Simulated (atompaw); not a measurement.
## N (Z = 7) PAW (atompaw): all-electron and pseudo phase curves

| Property | Result |
| --- | --- |
| Element | N (Z = 7) |
| Generator | atompaw 4.2.0.5 |
| Type | PAW |
| Functional | PBEsol |
| Relativity | scalar-relativistic |
| Frozen core | none |
| Valence charge | 7 |
| Reference configuration | 1s2 2s2 2p3 |
| Partial waves | 1s (bound): rc 0.40 bohr; 2s (bound): rc 1.90 bohr; 2p (bound): rc 1.90 bohr; 2p channel at 2.55 Ry: rc 1.90 bohr; 3d channel at 9.01 Ry: rc 1.90 bohr |
| Local potential | ultrasoft scheme with l = 3 at 0 Ry, radius 1.55 bohr |
| Core correction | none |
| Augmentation charge | besselshape compensation charge, radius 1.45 bohr; PAW radius 1.90 bohr; waves and projectors: custom polynom gramschmidtortho |

The phase is arctan(r·u′/u) with u = r·R(r), unwrapped; energies in Ry, scanned from -30 to 5 Ry. A pole is an energy at which the radial function vanishes at the test radius. The pseudo phase is shifted by a multiple of π to meet the all-electron one at the reference energy, and phase errors are pseudo minus all-electron; the curves can meet again beyond the range given. Levels narrower than the energy grid can be missing from the lists of poles.

```
channel  radius (bohr)  reference energy (Ry)  poles, all-electron  poles, pseudo  unbroken range about the reference energy with phases within 0.05 rad  phase error 1 Ry above the reference energy (rad)
      s           1.91                  -1.36                -0.45          -0.45                                                              below 2.9                                             -0.001
      p           1.91                  -0.52                 0.38           0.38                                                        the whole range                                             +0.001
      d           1.91                   9.01                 none           none                                       not even at the reference energy                                             -0.775
```

Phases in the d channel:

```json
{"E (Ry)": "-30.00", "all-electron": "1.476", "pseudo": "-1.663"}
{"E (Ry)": "-28.40", "all-electron": "1.474", "pseudo": "-1.666"}
{"E (Ry)": "-26.80", "all-electron": "1.471", "pseudo": "-1.668"}
{"E (Ry)": "-25.20", "all-electron": "1.468", "pseudo": "-1.671"}
{"E (Ry)": "-23.60", "all-electron": "1.465", "pseudo": "-1.674"}
{"E (Ry)": "-22.00", "all-electron": "1.461", "pseudo": "-1.677"}
{"E (Ry)": "-20.40", "all-electron": "1.457", "pseudo": "-1.680"}
{"E (Ry)": "-18.80", "all-electron": "1.453", "pseudo": "-1.684"}
{"E (Ry)": "-17.20", "all-electron": "1.448", "pseudo": "-1.688"}
{"E (Ry)": "-15.60", "all-electron": "1.442", "pseudo": "-1.693"}
{"E (Ry)": "-14.00", "all-electron": "1.435", "pseudo": "-1.698"}
{"E (Ry)": "-12.40", "all-electron": "1.427", "pseudo": "-1.704"}
{"E (Ry)": "-10.80", "all-electron": "1.418", "pseudo": "-1.711"}
{"E (Ry)": "-9.20", "all-electron": "1.407", "pseudo": "-1.718"}
{"E (Ry)": "-7.60", "all-electron": "1.392", "pseudo": "-1.728"}
{"E (Ry)": "-6.00", "all-electron": "1.373", "pseudo": "-1.739"}
{"E (Ry)": "-4.40", "all-electron": "1.346", "pseudo": "-1.752"}
{"E (Ry)": "-2.80", "all-electron": "1.306", "pseudo": "-1.769"}
{"E (Ry)": "-1.20", "all-electron": "1.234", "pseudo": "-1.792"}
{"E (Ry)": "0.40", "all-electron": "1.065", "pseudo": "-1.824"}
{"E (Ry)": "2.00", "all-electron": "0.287", "pseudo": "-1.875"}
{"E (Ry)": "3.60", "all-electron": "-1.197", "pseudo": "-1.975"}
```
